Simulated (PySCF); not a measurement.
A side-by-side comparison of computed properties.

First species: BrGeH4P.
SMILES: `[PH2][GeH2][Br]`

Second species: C₅H₁₀OSi₂.
Bonds: C1–O2, O2–C3, C3–C4 (double), C4–Si5, Si5–C6, C6–C7 (double), C7–Si8, C3–Si8. Hydrogens: H9, H10, H11 on C1; H12 on C4; H13, H14 on Si5; H15 on C6; H16 on C7; H17, H18 on Si8.

Levels: CAM-B3LYP/def2-SVPD for dipole moment, HOMO energy, LUMO energy, HOMO–LUMO gap, static isotropic polarisability and electronic spatial extent ⟨r²⟩ about the centre of nuclear charge; TDDFT CAM-B3LYP/def2-SVPD for lowest singlet excitation; TDA CAM-B3LYP/def2-SVPD for lowest triplet excitation (Tamm–Dancoff); ΔSCF CAM-B3LYP/def2-SVPD for vertical ionisation energy; PBE0-D3(BJ)/def2-SVP for rotational constant A and rotational constant C. Geometries: PBE0-D3(BJ)/def2-SVP. Each structure is a single optimised conformer of the isolated species, non-relativistic unless stated; the electronic structure was computed with PySCF and density fitting.

Dipoles, sizes and rotational constants follow the conformer. The torsions of the flexible species, by atom-mapped SMILES:
- `[PH2:1][GeH2:2][Br:3]`: H–P1–Ge2–Br3 -70°, H–P1–Ge2–Br3 -164°
- `[CH3:1][O:2][C:3]1=[CH:4][SiH2:5][CH:6]=[CH:7][SiH2:8]1`: C1–O2–C3–C4 0°

```csv
property,column X,column Y
dipole moment,2.27 D,0.96 D
HOMO energy,-9.07 eV,-8.23 eV
LUMO energy,-0.03 eV,0.30 eV
HOMO–LUMO gap,9.04 eV,8.53 eV
lowest singlet excitation,5.84 eV,5.88 eV
lowest triplet excitation (Tamm–Dancoff),5.18 eV,3.98 eV
static isotropic polarisability,82.0 au,115.0 au
vertical ionisation energy,9.92 eV,8.81 eV
electronic spatial extent ⟨r²⟩ about the centre of nuclear charge,896 bohr²,1547 bohr²
rotational constant A,5.711 GHz,2.173 GHz
rotational constant C,1.147 GHz,0.751 GHz
```

Question: Which column belongs to which species?

Answer: Column X is the first species and column Y the second. The first has 7 atoms and 86 electrons, the second 18 and 76.

Question: How does each property change from the first species to the second?

Answer: dipole moment -1.31 D; HOMO energy +0.84 eV; LUMO energy +0.33 eV; HOMO–LUMO gap -0.51 eV; lowest singlet excitation +0.04 eV; lowest triplet excitation (Tamm–Dancoff) -1.20 eV; static isotropic polarisability +33.0 au; vertical ionisation energy -1.11 eV; electronic spatial extent ⟨r²⟩ about the centre of nuclear charge +651 bohr²; rotational constant A -3.538 GHz; rotational constant C -0.396 GHz.

On the first: The principal polarisabilities are 67.8, 78.7 and 99.6 au; their mean is the isotropic value. The dipole equals about 7.6 × 10⁻³⁰ C·m (1 D = 3.33564 × 10⁻³⁰ C·m). The calculation is non-relativistic and has no spin–orbit coupling, an omission that weighs most on bromine and germanium.

On the second: The polarisability is 17.04 Å³ as a volume (1 au = 0.148185 Å³), or 1.51 au for each of the 76 electrons. S1 lies 2.65 eV below the HOMO–LUMO gap; its leading configuration is HOMO→LUMO, weight 0.91.
